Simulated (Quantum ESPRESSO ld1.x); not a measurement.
The tellurium ion Te2+, 50 electrons, occupied as [Kr] 4d10 5s1.75 5p2 6p0.25 (fractional occupations, a model configuration). Calculated with ld1.x of Quantum ESPRESSO 7.5: scalar-relativistic Kohn-Sham, LDA (Slater exchange, Perdew-Wang correlation), spin-polarised, spherical densities, point nucleus; open shells are filled with parallel spins first.

Normalised radial functions P(r) = r R(r), r in bohr:

```
   r/bohr * 5s up, o 5s down, + 5p down (the largest magnitude, 0.837, reaches the edge; | marks zero, & curves that meet)
 0.003335                             + &
 0.004556                             + *o
 0.006225                             +  &
 0.008504                             |+ *o
  0.01162                             |+  &
  0.01587                             |+  &
  0.02168                             | +&
  0.02939                             |& +
  0.04015                            &|   +
  0.05484                         &   |    +
  0.07493                       &     |    +
   0.1024                        &    | +
   0.1398                           + &
    0.191                      +      |      &
   0.2589                      +      |        &
   0.3537                            +| &
   0.4832                   &         |       +
   0.6602                &            |           +
   0.9019                            &|   +
    1.232                  +          |                 &
    1.683       +                     |                          &
    2.281      +                      |                     &
    3.117             +               |          &
    4.258                      +      |  &
    5.817                           + &
    7.947                             &
    10.86                             &
    14.83                             &
```

5s up: eigenvalue -35.051 eV, 4 radial nodes at r = 0.0346, 0.137, 0.368, 0.912 bohr, <r> = 1.96 bohr, 90 % of the charge inside 2.82 bohr. 5s down: eigenvalue -33.335 eV, 4 radial nodes at r = 0.0346, 0.137, 0.368, 0.910 bohr, <r> = 1.95 bohr, 90 % of the charge inside 2.82 bohr. 5p down (empty): eigenvalue -22.654 eV, 3 radial nodes at r = 0.122, 0.372, 0.991 bohr, <r> = 2.32 bohr, 90 % of the charge inside 3.40 bohr.
